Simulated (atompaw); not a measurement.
## Which change was made? (Ti, PAW (atompaw))

```json
{"Element": "Ti (Z = 22)", "Generator": "atompaw 4.2.0.5", "Type": "PAW", "Functional": "LDA (PW92)", "Relativity": "scalar-relativistic", "Frozen core": "[Ne] 3s2", "Valence charge": "10", "Reference configuration": "3p6 3d2 4s2 4p0", "Partial waves": "4s (bound): rc 2.35 bohr; 4s channel at 3.35 Ry: rc 2.40 bohr; 3p (bound): rc 1.50 bohr; 4p (bound, empty): rc 2.40 bohr; 3d (bound): rc 2.40 bohr; 3d channel at 0.35 Ry: rc 2.40 bohr", "Local potential": "troulliermartins scheme with l = 3 at 1 Ry, radius 1.95 bohr", "Core correction": "smooth core density matched at 1.65 bohr", "Augmentation charge": "sinc compensation charge, radius 2.25 bohr; PAW radius 2.40 bohr; waves and projectors: custom rrkj gramschmidtortho"}
```

Cutoffs, loose and tight: the cutoffs (Ry, on a coarse ladder) from which the occupation-weighted sum of valence levels, in a spherical-Bessel basis at the reference potential, stays within 10 and 1 mRy of its value at 400 Ry. They see the waves, projectors and local potential, not the compensation charge or the core.

The base gives: outcome: generated; cutoff, loose: 35 Ry; cutoff, tight: 60 Ry; bound ghosts: s.

Problem. After one change the result is: outcome: generated; cutoff, loose: 35 Ry; cutoff, tight: 60 Ry; bound ghosts: none. Which change was it?
A. core [Ar], valence charge 4; reference 3d2 4s2 4p0; waves now 4s (bound): rc 3.00 bohr; 4s channel at 3.35 Ry: rc 3.00 bohr; 4p (bound): rc 3.00 bohr; 4p channel at 2.15 Ry: rc 3.00 bohr; 3d (bound): rc 3.00 bohr; 3d channel at 2.95 Ry: rc 2.65 bohr; local potential troulliermartins scheme with l = 3 at 1 Ry, radius 2.95 bohr; core correction smooth core density matched at 1.70 bohr; augmentation sinc compensation charge, radius 2.35 bohr; PAW radius 3.00 bohr; waves and projectors: custom rrkj gramschmidtortho
B. local potential troulliermartins scheme with l = 3 at 1 Ry, radius 2.32 bohr
C. augmentation sinc compensation charge, radius 2.25 bohr; PAW radius 2.40 bohr; waves and projectors: modrrkj vanderbiltortho
D. all radii scaled by about 1.25 (s 2.94, p 1.88, d 3.00 bohr); local potential troulliermartins scheme with l = 3 at 1 Ry, radius 2.44 bohr; augmentation sinc compensation charge, radius 2.82 bohr; PAW radius 3.00 bohr; waves and projectors: custom rrkj gramschmidtortho; core correction smooth core density matched at 2.06 bohr

Solution. B. The others give: all radii scaled by about 1.25 (s 2.94, p 1.88, d 3.00 bohr); local potential troulliermartins scheme with l = 3 at 1 Ry, radius 2.44 bohr; augmentation sinc compensation charge, radius 2.82 bohr; PAW radius 3.00 bohr; waves and projectors: custom rrkj gramschmidtortho; core correction smooth core density matched at 2.06 bohr → outcome: generated; cutoff, loose: 25 Ry; cutoff, tight: 40 Ry; bound ghosts: none | augmentation sinc compensation charge, radius 2.25 bohr; PAW radius 2.40 bohr; waves and projectors: modrrkj vanderbiltortho → outcome: generated; cutoff, loose: 30 Ry; cutoff, tight: 55 Ry; bound ghosts: s | core [Ar], valence charge 4; reference 3d2 4s2 4p0; waves now 4s (bound): rc 3.00 bohr; 4s channel at 3.35 Ry: rc 3.00 bohr; 4p (bound): rc 3.00 bohr; 4p channel at 2.15 Ry: rc 3.00 bohr; 3d (bound): rc 3.00 bohr; 3d channel at 2.95 Ry: rc 2.65 bohr; local potential troulliermartins scheme with l = 3 at 1 Ry, radius 2.95 bohr; core correction smooth core density matched at 1.70 bohr; augmentation sinc compensation charge, radius 2.35 bohr; PAW radius 3.00 bohr; waves and projectors: custom rrkj gramschmidtortho → outcome: generated; cutoff, loose: 10 Ry; cutoff, tight: 12 Ry; bound ghosts: none.
